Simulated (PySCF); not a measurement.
# Static response to an electric field

Compound: C2H11NOSi2.
Numbering: `[CH3:1][O:2][CH2:3][SiH2:4][NH:5][SiH3:6]` (hydrogens: H7, H8, H9 on C1; H10, H11 on C3; H12, H13 on Si4; H14 on N5; H15, H16, H17 on Si6)

Geometry (GFN2-xTB, Å), atoms numbered from 1 in this order:
```
atom  x, y, z in Å
C1     1.7315    0.0777   -1.0826
O2     1.0580    0.9010   -0.1730
C3     0.9574    0.3358    1.1256
Si4   -0.3006   -1.0959    1.2154
N5    -1.5786   -0.5924    0.1821
Si6   -1.7591    0.8427   -0.8031
H7     1.8105    0.6364   -2.0141
H8     1.1890   -0.8576   -1.2632
H9     2.7385   -0.1665   -0.7193
H10    0.6286    1.1581    1.7623
H11    1.9537    0.0341    1.4747
H12    0.2883   -2.3634    0.7523
H13   -0.7367   -1.2577    2.6074
H14   -2.3561   -1.2299    0.1352
H15   -1.4474    2.0366   -0.0286
H16   -3.1918    0.8235   -1.1378
H17   -0.9921    0.7296   -2.0432
```

Level: PBE0/def2-SVPD (PySCF), static field, nuclei fixed, core orbitals frozen in the response. The polarisability tensor in these axes (au):

```
x   93.15 -1.72  1.47
y   -1.72 84.37 -6.85
z    1.47 -6.85 89.71
```

Problem. What are the eigenvalues, a third of the trace, and Δα (Δα² = ½Σ(αi − αj)² over the three pairs)?

Solution. Principal values 79.66, 91.52 and 96.05 au; mean 89.08 au = 13.20 Å³ = 14.69 × 10⁻⁴⁰ C²·m²/J; Δα = 14.66 au (16 % of the mean).

Problem. What is the dipole moment, and where does it point?

Solution. (0.70, -1.08, 0.22) D, 1.31 D in size, pointing from the negative to the positive side. Measured along this direction, the outermost atoms are H16 at the negative end and H12 at the positive end.

Problem. Orientational against electronic polarisability at 273 K (dilute gas, rigid molecules)?

Solution. In Gaussian units μ²/3kT = 15.08 Å³ against 13.20 Å³, a ratio of 1.14; the Debye molar polarisation (4π/3)N_A(α + μ²/3kT) is 71.3 cm³/mol, leaving out the vibrational part.

Problem. What are the principal values of the traceless quadrupole moment, Θ = ½Σq(3rr − r²1), about the centre of nuclear charge?

Solution. -4.13, 0.44, 3.69 D·Å. The values depend on the origin, since the dipole doesn't vanish. The electronic extent ⟨r²⟩ about the same centre is 1008 bohr², a root-mean-square distance of 2.07 Å for the 66 electrons.

Problem. Refractivity n − 1 of an ideal gas of it at 350 K and 1 atm, from the electronic α?

Solution. N = p/kT = 2.0968 × 10¹⁹ cm⁻³, so n − 1 = 2π × N × 13.20 × 10⁻²⁴ cm³ = 1739 × 10⁻⁶ at long wavelengths, for an ideal gas.

Problem. Rayleigh depolarisation ratio (linearly polarised light, static tensor)?

Solution. ρ = 3Δα²/(45ᾱ² + 4Δα²) = 644.7/(357058 + 859.7) = 0.0018.

Problem. In TDDFT the mean static polarisability is Σ f/ω² over all singlet excitations (ω in hartree). How much of it do the 8 lowest give? Their energies (eV) and oscillator strengths: 5.98, 0.0044; 6.26, 0.0052; 6.62, 0.0266; 6.69, 0.0347; 7.17, 0.0046; 7.25, 0.0047; 7.26, 0.0023; 7.45, 0.0086.

Solution. They add up to 1.49 au, 1.7 % of the 89.08 au; the largest single term is 0.57 au, from the state at 6.69 eV. Terms in order: 0.09, 0.10, 0.45, 0.57, 0.07, 0.07, 0.03, 0.11 au. Higher excitations give the rest. The strengths listed sum to 0.091.

One conformer (not necessarily the lowest) at the GFN2-xTB geometry, without solvent, vibrations or thermal averaging.
